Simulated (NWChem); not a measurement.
System: CH$_{3}$CdI; SMILES [CH3][Cd][I]

Here is an NWChem input.

```
start job
memory heap 200 mb stack 900 mb global 1100 mb
geometry units angstroms
  Cd    -0.270087    -0.505026     1.102293
  I      0.476540     0.572232    -1.259800
  C     -1.940068    -1.037247     2.352157
  H     -2.456428    -1.889993     1.911409
  H     -2.623726    -0.186569     2.366904
  H     -1.678978    -1.287046     3.374246
end
basis spherical
  * library def2-svp
end
ecp
  Cd library def2-ecp
  I library def2-ecp
end
dft
  xc pbe0
  iterations 150
end
driver
  maxiter 120
end
task dft optimize
dft
  grid fine
  convergence energy 1d-8 density 1d-7
end
task dft freq numerical
```

def2 effective core potentials on Cd, I; no spin-orbit coupling.

The level has its own optimisation; frequencies are unscaled.

### Question
What results follow from this input? (PBE0/def2-SVP with def2 effective core potentials on Cd, I.) Quantities: r Cd–I (Å); r C–Cd (Å); r C–H (Å); highest harmonic frequency (cm⁻¹); lowest (cm⁻¹); zero-point energy (kcal/mol).

### Answer
```json
{
 "r Cd–I (Å)": "2.613",
 "r C–Cd (Å)": "2.110",
 "r C–H (Å)": "1.099",
 "highest harmonic frequency (cm⁻¹)": "3191",
 "lowest (cm⁻¹)": "92",
 "zero-point energy (kcal/mol)": "22.6"
}
```
